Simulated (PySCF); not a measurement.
C2H2Cl, SMILES [CH]=CCl, multiplicity 2. Atoms are numbered in the order given.

```xyz
5

C      0.2431    -1.6952     0.0000
C     -0.5178    -0.6453     0.0000
Cl     0.1159     0.9825     0.0000
H      1.2787    -1.9889     0.0000
H     -1.6008    -0.6713     0.0000
```
Charge 0, spin multiplicity 2.

Geometry optimised at PBE0-D3(BJ)/def2-TZVP. The isomer is the one that the SMILES or the coordinates give; other isomers of the formula were not compared.

Two levels are set side by side: PBE/pcH-1 (PySCF) and PBE0/pcH-1 (PySCF). Contact hyperfine couplings, same geometry. Differences are taken from unrounded values.

```
quantity                         PBE0    PBE  PBE minus PBE0
------------------------------  -----  -----  --------------
A(iso) of 13C, atom C1 (MHz)    302.5  277.4           -25.1
A(iso) of 13C, atom C2 (MHz)     31.4   50.3            19.0
A(iso) of 35Cl, atom Cl3 (MHz)   30.9   35.3             4.4
A(iso) of 1H, atom H4 (MHz)       6.8   15.4             8.6
A(iso) of 1H, atom H5 (MHz)      69.3   66.5            -2.8
```

Rough cost on one machine, each run with all the roots and properties that it gave: PBE0 against PBE within a factor of 2.
